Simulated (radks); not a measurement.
The numbers below are computed, except where a source is named.
The gadolinium ion Gd3+, configuration [Xe] 4f7. Level of theory: scalar-relativistic Kohn-Sham, r2SCAN, spin-unpolarised, spherical densities, finite nucleus; meta-GGA in the generalised Kohn-Sham scheme; Fermi nuclear charge, rms radius 5.1569 fm (a radial shooting solver on a logarithmic mesh with Libxc functionals).

Normalised radial functions P(r) = r R(r), r in bohr:

```
   r/bohr * 5s (the largest magnitude, 1.03, reaches the edge; | marks zero)
 0.002391                             | *
 0.002739                             | *
 0.003138                             |  *
 0.003624                             |  *
 0.004152                             |  *
 0.004757                             |  *
 0.005494                             |   *
 0.006294                             |   *
 0.007211                             |   *
 0.008328                             |   *
 0.009541                             |   *
  0.01093                             |   *
  0.01262                             |   *
  0.01446                             |   *
  0.01657                             |  *
  0.01914                             |  *
  0.02192                             | *
  0.02512                             |*
  0.02901                            *|
  0.03324                           * |
  0.03808                         *   |
  0.04397                        *    |
  0.05038                       *     |
  0.05772                      *      |
  0.06666                      *      |
  0.07637                       *     |
   0.0875                         *   |
    0.101                            *|
   0.1158                             | *
   0.1326                             |     *
   0.1532                             |       *
   0.1755                             |         *
   0.2011                             |        *
   0.2322                             |     *
    0.266                             |*
   0.3048                         *   |
    0.352                   *         |
   0.4033               *             |
    0.462               *             |
   0.5336                  *          |
   0.6113                         *   |
   0.7004                             |   *
   0.8088                             |             *
   0.9267                             |                    *
    1.062                             |                         *
    1.226                             |                          *
    1.405                             |                        *
    1.609                             |                    *
    1.859                             |               *
    2.129                             |          *
     2.44                             |     *
    2.818                             |  *
    3.228                             | *
    3.698                             |*
    4.271                             *
    4.893                             *
```

5s: eigenvalue -76.000 eV, 4 radial nodes at r = 0.0266, 0.106, 0.276, 0.654 bohr, <r> = 1.33 bohr, 90 % of the charge inside 1.91 bohr.
